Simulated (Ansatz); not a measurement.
Isolated molecules relaxed with PBE0-D4/def2-TZVP in Ansatz; ΔE leaves out vibrations. CCSD(T)/CBS is the MP2 limit (def2-TZVPP, def2-QZVPP) plus CCSD(T) − MP2 in def2-TZVPP, frozen cores. This one scheme is used for every species. Functionals use def2-TZVPP. HSE06 is defined as in plane-wave codes. def2 core potentials past Kr. For In outer-core shells are correlated without core-valence functions, which leaves a few kJ/mol of doubt a bond. Each species was taken in one conformer, which may not be the lowest.

Reaction (ligand exchange at the In–C bond): `N#[C][InH2]` + ethylmethylamine → `CC[N](C)[InH2]` + `C#N`

`N#[C][InH2]`:

Cartesian coordinates in Å:
```
N 1.300 1.630 1.354
C 0.697 0.873 0.725
In -0.421 -0.527 -0.438
H -1.302 0.169 -1.719
H -0.274 -2.144 0.077
```

`CCNC`:

Z-matrix (Å, degrees):
```
C
C 1 1.514
H 1 1.092 2 110.6
H 1 1.092 2 111.0 3 120.6
H 1 1.094 2 111.0 3 -119.8
N 2 1.447 1 111.2 3 57.6
H 2 1.096 1 109.7 3 -61.5
H 2 1.106 1 109.7 3 -177.6
C 6 1.445 2 113.2 1 177.3
H 6 1.013 2 109.3 1 54.5
H 9 1.104 6 114.0 2 -54.9
H 9 1.094 6 109.5 2 65.4
H 9 1.092 6 109.9 2 -176.7
```

`CC[N](C)[InH2]`:

Cartesian coordinates in Å:
```
C 1.615 -0.918 0.566
C 0.232 -0.434 0.935
N -0.461 0.249 -0.127
C -1.771 0.683 0.288
In 0.195 0.626 -2.005
H 2.265 -0.088 0.276
H 1.582 -1.625 -0.268
H 2.078 -1.424 1.415
H 0.308 0.231 1.813
H -0.370 -1.295 1.274
H -2.289 1.199 -0.523
H -1.720 1.373 1.144
H -2.400 -0.165 0.600
H 1.747 0.116 -2.502
H -1.012 1.472 -2.886
```

`C#N`:

Cartesian coordinates in Å:
```
C 0.007 -0.023 -0.008
N -0.315 1.019 0.342
H 0.308 -0.995 -0.335
```

(1) Is it downhill or uphill in electronic energy at CCSD(T)/CBS, and by how much? (Best estimate.)

(2) What do these levels give: revPBE-D4, BLYP-D4, r2SCAN-D4, PBE0-D4, CAM-B3LYP-D4, r2SCAN0, HSE06, LC-ωPBE, RPA@PBE/def2-TZVPP, CCSD(T)/def2-SVP, HF/def2-TZVPP, HF/def2-QZVPP? (An estimate is asked.)

Largest T1 diagnostic among the species: 0.016.

Results:

(1) Computed: Uphill: ΔE = +0.23 eV.

(2) The calculation gave: revPBE-D4 0.25, BLYP-D4 0.22, r2SCAN-D4 0.31, PBE0-D4 0.36, CAM-B3LYP-D4 0.37, r2SCAN0 0.42, HSE06 0.43, LC-ωPBE 0.46, RPA@PBE/def2-TZVPP 0.31, CCSD(T)/def2-SVP 0.29, HF/def2-TZVPP 0.74, HF/def2-QZVPP 0.73 eV.

From PBE to PBE0 (25 % exact exchange), in def2-TZVPP and without D4, ΔE moves by +0.10 eV. At CCSD(T), def2-SVP lies +0.05 eV from the extrapolated value and def2-TZVPP +0.08 eV.
